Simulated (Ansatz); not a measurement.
Isomers of Li₆H₅ (doublet), relaxed with r2SCAN-D4/def2-TZVP; total energies from Ansatz at CCSD(T)/def2-TZVPP.

```csv
isomer,description,energy (Eh)
A,point group Cs; 14 × H–Li 1.70 to 1.87 Å,-48.06423
B,point group Cs; 13 × H–Li 1.69 to 1.84 Å,-48.06111
C,point group Cs; 3 × Li–Li 2.81 to 2.86 Å; 13 × H–Li 1.81 to 1.85 Å,-48.08456
```

Correlated methods freeze no core orbitals; core or outer-core shells of Li are correlated, in sets that lack core-valence functions.

The isomers come from a short search, and lower ones may exist.

Problem. Work out the relative energies (1 Eh = 2625.5 kJ/mol) and the Boltzmann populations at 800 K from electronic energies alone (R = 8.314 J/mol/K).

Solution. ΔE: A 53.4, B 61.6, C 0.0 kJ/mol. RT = 6.65 kJ/mol. Factors exp(−ΔE/RT): A 0.000326, B 9.49e-05, C 1; sum 1.000. Populations: A 0.0 %, B 0.0 %, C 100.0 %. Zero-point energy, vibrational entropy and symmetry numbers are left out and can shift these; an error of 4 kJ/mol changes a ratio by a factor of 1.8. Over the other density-functional and correlated levels in def2 sets, the gap between C and A ranges from 50 to 61 kJ/mol.
